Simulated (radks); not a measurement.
Results of a calculation; reference values are marked as such.
The nuclear charge of the selenium ion Se+ is varied continuously with 33 electrons held in [Ar] 3d10 4s2 4p3. Code: a radial shooting solver on a logarithmic mesh with Libxc functionals. Model: Dirac Kohn-Sham, LDA (Slater exchange, Perdew-Wang correlation), spin-unpolarised, spherical densities, finite nucleus; open shells fill j = l - 1/2 first; Fermi nuclear charge, rms radius 4.14 fm. By the Hellmann-Feynman theorem dE/dZ = E(electron-nucleus)/Z, the electronic potential at the nucleus (averaged over a nucleus of fixed radius).

Z     E (hartree)  E(electron-nucleus)/Z (hartree)   HOMO  e(HOMO) (eV)  <r> HOMO (bohr)
33    -2257.86978                         -165.258  4p3/2        -5.189            2.570
33.5  -2341.35028                         -168.662  4p3/2        -9.919            2.316
34    -2426.53121                         -172.061  4p3/2       -15.364            2.130
34.5  -2513.41047                         -175.456  4p3/2       -21.449            1.982
35    -2601.98732                         -178.851  4p3/2       -28.128            1.861

The central difference of E at Z = 34 is -172.060 hartree, to compare with the third column; the second derivative is -6.79 hartree.
